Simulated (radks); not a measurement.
Results of a calculation; reference values are marked as such.
Initial-state core-level shifts of the tungsten ion W2+ when its valence configuration changes from [Xe] 4f14 5d4. Code: a radial shooting solver on a logarithmic mesh with Libxc functionals. Model: Dirac Kohn-Sham, PBEsol, spin-unpolarised, spherical densities, point nucleus; open shells are shared between the two j in proportion to 2j + 1. Shifts are changes of the shell-averaged eigenvalues in eV (positive: less bound).

4f14 5d2 6s2: 1s -6.315; 3s -6.503; 4d -6.508; 5p -5.780
4f14 6s2 6p2: 1s -16.290; 3s -16.616; 4d -16.587; 5p -14.633
4f14 5d3 6s1: 1s -3.053; 3s -3.148; 4d -3.153; 5p -2.826
4f14 5d2 6s1 6p1: 1s -7.787; 3s -7.955; 4d -7.959; 5p -7.174
4f14 5d2.5 6s1.5: 1s -4.659; 3s -4.801; 4d -4.807; 5p -4.289
4f13 5d4 6p1: 1s -14.502; 3s -16.885; 4d -15.001; 5p -7.731
4f14 5d3.5 6s0.5: 1s -1.499; 3s -1.546; 4d -1.550; 5p -1.395
4f13.5 5d3.5 6s0.5 6p0.5: 1s -8.713; 3s -9.921; 4d -9.030; 5p -5.295
4f14 5d3.5 6p0.5: 1s -2.237; 3s -2.274; 4d -2.278; 5p -2.106
